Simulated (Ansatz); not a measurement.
Species: sum formula SiN₃H₇ (charge 0, singlet). 
Structure (B3LYP-D3(BJ)/def2-TZVP (Ansatz, a program for electronic structure) minimum search):
SMILES: N[SiH](N)N
```xyz
11

Si    -0.0661     0.0789     0.3259
N     -0.7343     1.3958    -0.5554
N     -0.7907    -1.3052    -0.3799
N      1.6148    -0.2844     0.3280
H     -0.3515     0.4241     1.7414
H     -0.7427     2.3227    -0.1611
H     -0.7094     1.4218    -1.5629
H     -0.4648    -2.2283    -0.1449
H     -1.7649    -1.2984    -0.6338
H      2.2392     0.1899     0.9603
H      2.0905    -0.5808    -0.5100
```

Atomisation energy built up term by term with Ansatz (kcal/mol; UHF references for open shells; valence terms freeze the core; atomic spin-orbit terms are left out). Basis-set limits of correlation are two-point, X^-3; Hartree-Fock from the larger set (for Q and 5 zeta extrapolated as (X+1)exp(-9√X)).

```tsv
term	basis	kcal/mol
Hartree-Fock	CBS(cc-pV(Q+d)Z,cc-pV(5+d)Z)	627.36
CCSD correlation	CBS(cc-pV(Q+d)Z,cc-pV(5+d)Z)	275.69
(T)	CBS(cc-pV(Q+d)Z,cc-pV(5+d)Z)	14.85
core correlation	cc-pwCVTZ	2.26
scalar relativity (X2C)	cc-pVTZ-DK against cc-pVTZ	-1.69
sum: De		918.5
```

(T) makes 1.6 % of the CCSD(T) atomisation energy; under 5 % is typical of single-reference molecules.
